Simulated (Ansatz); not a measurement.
Cu₄O⁺, relaxed as a quartet with UKS B3LYP-D4/def2-SVP in Ansatz, starting from the B3LYP-D4/def2-SVP geometry of the charge +1 doublet. Force threshold 0.02 eV/Å.

The relaxation made no stability test and no search for a lower SCF solution. At B3LYP-D4/def2-SVP a doublet of charge 1 lies 2.27 eV below the quartet, each at its own geometry. The structure comes from a short search, and lower isomers may exist.

Start:

```xyz
5

O     0.658   -1.080   -0.075
Cu    0.137   -0.225    1.522
Cu   -0.926    1.521    0.105
Cu   -1.069   -0.800   -0.776
Cu    1.201    0.583   -0.776
```

```
        step   energy (eV)  largest force component (eV/Å)  SCF passes
           1  -180580.5558                           0.351         116
           2  -180580.5860                           0.182          51
           3  -180580.6246                           0.268          89
           4  -180580.6342                           0.135          50
5 (rejected)  -180580.6314                           0.243          54
           6  -180580.6391                           0.017          51
           7  -180580.6393                           0.008          54
```

Force components are those of the run's own axes.

End:

```csv
atom,x (Å),y (Å),z (Å)
O1,0.692,-0.996,-0.161
Cu2,0.023,-0.337,1.531
Cu3,-0.826,1.504,-0.002
Cu4,-1.157,-0.858,-0.596
Cu5,1.269,0.687,-0.772
```

By distances, no bond broke or formed. The bond that changes most is Cu3–Cu5, from 2.49 to 2.38 Å (atoms count from 1).

The force fell under the threshold at step 6, but the optimiser went on. No frequencies were taken in this run, so the end may be a saddle point.

Hardware: 4 threads of Intel Xeon Platinum 8259CL on a shared host. Wall time 65 s, peak host memory 0.93 GiB.
